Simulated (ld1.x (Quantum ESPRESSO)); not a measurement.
**Varying the TM semilocal potential for gadolinium (Gd)**

Base potential:

- Element: gadolinium (Gd)
- Generator: ld1.x (Quantum ESPRESSO) 7.5
- Type: norm-conserving Troullier–Martins (semilocal form)
- Functional: LDA (PZ)
- Relativity: scalar-relativistic
- Frozen core: [Kr] 4d10
- Valence charge: 18
- Reference configuration: 4f7 5s2 5p6 5d1 6s0.5 6p0 (charge +1.5)
- Partial waves: 5p (bound): rc 1.75 bohr; 5d (bound): rc 3.00 bohr; 4f (bound): rc 0.70 bohr; 5s (bound): rc 1.80 bohr
- Local potential: the s channel
- Core correction: none

Occupied shells without a wave of their own: 6s. They enter only through the test configuration that unscreens the potential.

Cutoffs, loose and tight: the cutoffs (Ry, on a coarse ladder) from which the occupation-weighted sum of valence levels, in a spherical-Bessel basis at the reference potential, stays within 10 and 1 mRy of its value at 400 Ry. They do not see the model core or the augmentation charge, which bear on the density cutoff. Test errors are all-electron minus pseudo excitation energies from the reference, over the configurations 4f7 5s2 5p6 5d1 6s2 6p0; 4f7 5s2 5p6 5d1 6s1 6p0; 4f7 5s2 5p6 5d1 6s0 6p0; 4f8 5s2 5p6 5d0 6s2 6p0; 4f6 5s2 5p6 5d2 6s2 6p0; 4f7 5s2 5p6 5d1 6s1 6p1; 4f6 5s2 5p6 5d1 6s2 6p0 (two spin-polarised tests are not counted in the largest error). A dash means not determined; rows that change the core or the reference have their own tests. The largest error is taken over the tests solved by every variant that gives reliable tests at all: 4f6 5s2 5p6 5d1 6s2 6p0; 4f6 5s2 5p6 5d2 6s2 6p0; 4f7 5s2 5p6 5d1 6s0 6p0; 4f7 5s2 5p6 5d1 6s1 6p0; 4f7 5s2 5p6 5d1 6s2 6p0; 4f8 5s2 5p6 5d0 6s2 6p0.

Cutoffs are not given where the Bessel-basis levels miss the radial ones by over 6 mRy, ghosts where they miss by over 20 mRy; a channel whose overlap is not positive is not tested.

A semilocal file is local in each channel, so a ghost entry of none says nothing of the separable form that plane-wave codes build from it.

| change | outcome | bound ghosts | largest test error (meV) |
| --- | --- | --- | --- |
| base | generated, misses its reference levels by 0.53 eV | none | +1175 |
| wave 4f (bound): rc 0.70 bohr becomes 4f (bound): rc 0.48 bohr | generated, misses its reference levels by 0.53 eV | not determined | +1250 |
| wave 4f (bound): rc 0.70 bohr becomes 4f (bound): rc 0.56 bohr | generated, misses its reference levels by 0.53 eV | not determined | +1206 |
| wave 4f (bound): rc 0.70 bohr becomes 4f (bound): rc 0.64 bohr | generated, misses its reference levels by 0.53 eV | not determined | +1181 |
| wave 4f (bound): rc 0.70 bohr becomes 4f (bound): rc 0.76 bohr | generated, misses its reference levels by 0.53 eV | not determined | +1172 |
| wave 4f (bound): rc 0.70 bohr becomes 4f (bound): rc 0.84 bohr | generated, misses its reference levels by 0.53 eV | not determined | +1173 |
| wave 4f (bound): rc 0.70 bohr becomes 4f (bound): rc 0.94 bohr | generated, misses its reference levels by 0.53 eV | none | +1183 |
| wave 4f (bound): rc 0.70 bohr becomes 4f (bound): rc 1.02 bohr | generated, misses its reference levels by 0.53 eV | none | +1195 |
